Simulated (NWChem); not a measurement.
System: C2H4BNO2; SMILES OB1C=NCO1

NWChem input:

```
start job
memory heap 200 mb stack 900 mb global 1100 mb
geometry units angstroms
  O      2.063911    -0.370761    -0.144776
  B      0.755039    -0.114195    -0.048225
  C     -0.012351     1.231508     0.275271
  N     -1.263634     0.992827     0.259697
  C     -1.484865    -0.382935    -0.040807
  O     -0.248149    -1.035310    -0.223773
  H      2.285409    -1.278553    -0.354063
  H      0.316054     2.235375     0.489490
  H     -2.086816    -0.467063    -0.952786
  H     -2.034449    -0.854274     0.782292
end
basis spherical
  * library def2-svp
end
dft
  xc xpbe96 cpbe96
  disp vdw 4
  iterations 150
end
driver
  maxiter 120
end
task dft optimize
task dft freq
```

The level has its own optimisation; frequencies are unscaled. Brackets give each atom's bonded neighbours.

Problem. Predict the main results of this run. (PBE-D3(BJ)/def2-SVP.) Quantities: r B–O [B(COO)–O(BH)] (Å); r H–O (Å); r B–C (Å); r B–O [B(COO)–O(BC)] (Å); highest harmonic frequency (cm⁻¹); lowest (cm⁻¹); zero-point energy (kcal/mol); dipole (D).

Solution. r B–O [B(COO)–O(BH)] (Å): 1.360
r H–O (Å): 0.975
r B–C (Å): 1.576
r B–O [B(COO)–O(BC)] (Å): 1.383
highest harmonic frequency (cm⁻¹): 3730
lowest (cm⁻¹): 195
zero-point energy (kcal/mol): 44.7
dipole (D): 1.67
